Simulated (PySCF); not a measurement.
Spinor energies of Sb⁴⁺ (antimony, charge +4)

Start: [Kr] 4d10 5s1; 5s1/2 filled at m_j = +1/2. Calculated with PySCF 2.14 in x2c-TZVPPall-2c (8s9p5d2f, 74 functions): generalised Hartree-Fock with the X2C-1e Hamiltonian and a Gaussian nucleus; one run each with spin-orbit coupling (SO) switched off, then screened by Boettger's factors.

```
spinor shell  electrons  ε, spin-free (eV)  ε, screened SO (eV)  weight of nominal j (screened SO)  rms radius, screened SO (bohr)
       1s1/2          2           -30687.7             -30684.7                              1.000                          0.0325
       2s1/2          2            -4801.4              -4800.5                              1.000                           0.133
       2p1/2          2            -4307.8              -4482.7                              1.000                           0.115
       3s1/2          2            -1016.5              -1016.3                              1.000                           0.352
       3p1/2          2            -851.70              -884.96                              1.000                           0.345
       3p3/2          4            -851.70              -836.51                              1.000                           0.356
       3d3/2          4            -600.86              -606.65                              1.000                           0.329
       3d5/2          6            -600.86              -596.80                              1.000                           0.332
       4s1/2          2            -218.80              -218.77                              1.000                           0.843
       4p1/2          2            -165.95              -172.16                              1.000                           0.892
       4p3/2          4            -165.95              -163.11                              1.000                           0.920
       4d3/2          4            -86.445              -87.264                              0.991                            1.08
       4d5/2          6            -86.445              -85.882                              0.994                            1.09
       5s1/2          1            -53.607              -53.608                              1.000                            2.11
```

**Question.** Where does 2p3/2 lie, and what is the 2p spin-orbit splitting (screened SO)?

**Answer.** At -4228.4 eV, 254.25 eV above 2p1/2.

```
   quantity    spin-free  screened SO
E (hartree)  -6473.84118  -6475.50155
        M_J          1/2          1/2
       ⟨J²⟩        0.750        0.750
       ⟨L²⟩        0.000        0.019
       ⟨S²⟩        0.750        0.769
```

Each row is a mean over spinors that exchange with the open shell spreads, by up to 0.629 eV (4s1/2).

Breit and QED terms are absent; they matter most for the inner s and p1/2 levels.

Densities and radii are taken from the X2C orbitals without a picture-change correction, which distorts them close to the nucleus.

Without spin-orbit coupling the j labels of p, d and f shells carry no meaning; the spin-free column gives the mean over the occupied spinors of each nl shell.
